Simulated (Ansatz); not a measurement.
`O=COC[SiH2]S`, relaxed with RKS PBE-D4/def2-SVP in the Gaussian-basis code of Ansatz from a rough embedded geometry. The force threshold is 0.03 eV/Å; the program also tests the step.

Charge 0, multiplicity 1.

Start:

```xyz
12

O    -0.110   -2.105    1.341
C    -1.187   -1.759    1.071
O    -1.556   -0.515    0.665
C    -0.526    0.466    0.516
Si    0.603    0.523   -0.904
S     1.928    2.206   -0.782
H    -2.067   -2.432    1.061
H     0.078    0.414    1.472
H    -1.034    1.388    0.634
H    -0.181    0.616   -2.154
H     1.451   -0.731   -1.002
H     2.602    1.928   -1.917
```

| step | energy (eV) | largest force (eV/Å) | largest move (Å) |
| --- | --- | --- | --- |
| 1 | -24952.8833 | 4.091 | 0.000 |
| 2 | -24953.1541 | 1.330 | 0.194 |
| 3 | -24953.2763 | 0.998 | 0.125 |
| 4 | -24953.2856 | 0.388 | 0.124 |
| 5 | -24953.3175 | 0.249 | 0.096 |
| 6 | -24953.3230 | 0.108 | 0.026 |
| 7 | -24953.3248 | 0.078 | 0.020 |
| 8 | -24953.3278 | 0.240 | 0.123 |
| 9 | -24953.3294 | 0.138 | 0.043 |
| 10 | -24953.3306 | 0.052 | 0.052 |
| 11 | -24953.3316 | 0.112 | 0.052 |
| 12 | -24953.3328 | 0.065 | 0.056 |
| 13 | -24953.3333 | 0.180 | 0.091 |
| 14 | -24953.3343 | 0.042 | 0.023 |
| 15 (rejected) | -24953.3341 | 0.133 | 0.038 |
| 16 | -24953.3347 | 0.023 | 0.018 |
| 17 | -24953.3351 | 0.089 | 0.054 |
| 18 | -24953.3355 | 0.050 | 0.017 |
| 19 | -24953.3358 | 0.018 | 0.026 |
| 20 | -24953.3361 | 0.038 | 0.043 |
| 21 | -24953.3361 | 0.033 | 0.021 |
| 22 | -24953.3362 | 0.021 | 0.021 |

End:

```xyz
12

O    -0.114   -1.950    1.707
C    -1.139   -1.742    1.099
O    -1.479   -0.587    0.482
C    -0.511    0.488    0.559
Si    0.613    0.471   -0.988
S     2.059    2.043   -0.632
H    -1.975   -2.473    0.955
H     0.100    0.381    1.479
H    -1.091    1.430    0.610
H    -0.198    0.761   -2.220
H     1.235   -0.890   -1.128
H     2.499    2.067   -1.923
```

Run time 60 s (2 threads of an AMD EPYC 7R13 on a shared host); peak host memory 0.18 GiB.
